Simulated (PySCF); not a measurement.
# Energy of Re⁺ (rhenium, charge +1) between two integer charges

The 6s alpha orbital of [Xe] 4f14 5d5 6s1 is emptied in steps (occupation f), with all orbitals relaxed, ending at [Xe] 4f14 5d5. Calculation: PySCF 2.14, in aug-cc-pVDZ-PP with ECP60MDF (5s5p4d2f, 54 functions); scalar relativity through the core potential. The exact energy is a straight line in f; departures are measured from the line between the end points of the same method.

```json
{"f": "1", "UHF (eV)": "0.000", "LDA (eV)": "0.000", "PBE (eV)": "0.000"}
{"f": "0.8", "UHF (eV)": "0.046", "LDA (eV)": "-0.581", "PBE (eV)": "-0.576"}
{"f": "0.6", "UHF (eV)": "0.068", "LDA (eV)": "-0.875", "PBE (eV)": "-0.868"}
{"f": "0.4", "UHF (eV)": "0.067", "LDA (eV)": "-0.878", "PBE (eV)": "-0.871"}
{"f": "0.2", "UHF (eV)": "0.044", "LDA (eV)": "-0.586", "PBE (eV)": "-0.583"}
{"f": "0", "UHF (eV)": "0.000", "LDA (eV)": "0.000", "PBE (eV)": "0.000"}
```

```
method  E(f=0) − E(f=1) (eV)  −ε at f=1 (eV)  −ε at f=0.4 (eV)
   UHF                15.716          16.011            15.654
   LDA                17.352          13.731            18.071
   PBE                17.060          13.473            17.769
```

Orbital energy along the path (eV):

| f | UHF | LDA | PBE |
| --- | --- | --- | --- |
| 1 | -16.011 | -13.731 | -13.473 |
| 0.8 | -15.884 | -15.161 | -14.887 |
| 0.6 | -15.766 | -16.609 | -16.319 |
| 0.4 | -15.654 | -18.071 | -17.769 |
| 0.2 | -15.548 | -19.544 | -19.235 |
| 0 | -15.449 | -21.024 | -20.718 |

Reference removal energy between the ground levels: 16.6 ± 0.5 eV (semi-empirical (NIST evaluation); NIST Atomic Spectra Database, ionization energies). UHF lacks correlation.
